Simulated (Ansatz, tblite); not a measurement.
Cost and result up the ladder for Si(OH)4 (SiO4H4) (9 atoms). Charge 0, multiplicity 1. Geometry: PBE-D4/def2-SVP.

```xyz
9

Si    0.000    0.000    0.000
O    -0.264   -1.607   -0.352
H    -1.136   -1.776   -0.748
O     1.186    0.026    1.169
H     1.146   -0.735    1.775
O    -1.483    0.626    0.427
H    -1.537    1.593    0.326
O     0.561    0.955   -1.244
H     1.527    0.918   -1.352
```

Ansatz on 4 threads of Arm Neoverse V1 on a shared host; xTB runs through tblite on one thread. Times are rough, summed over both states, and most runs start from the orbitals of an earlier one. No level here is sound enough to serve as a yardstick. The other state is a triplet.

The xTB rows come from tblite. HOMO above LUMO, or a gap near zero within one spin, warns that the state may not be the lowest or that an electron is smeared out.

xTB has no spin-polarisation term.

```json
{"level": "GFN2-xTB", "functions": "29", "wall time": "0.009 s", "vertical triplet (eV)": "10.53", "remarks": "–"}
{"level": "GFN1-xTB", "functions": "33", "wall time": "0.01 s", "vertical triplet (eV)": "9.78", "remarks": "–"}
{"level": "PBE-D4/def2-TZVP", "functions": "185", "wall time": "5.1 s", "vertical triplet (eV)": "6.76", "remarks": "gap within one spin near zero (triplet)"}
{"level": "r2SCAN-D4/def2-TZVP (with forces)", "functions": "185", "wall time": "17 s", "vertical triplet (eV)": "7.36", "remarks": "gap within one spin near zero (triplet)"}
```
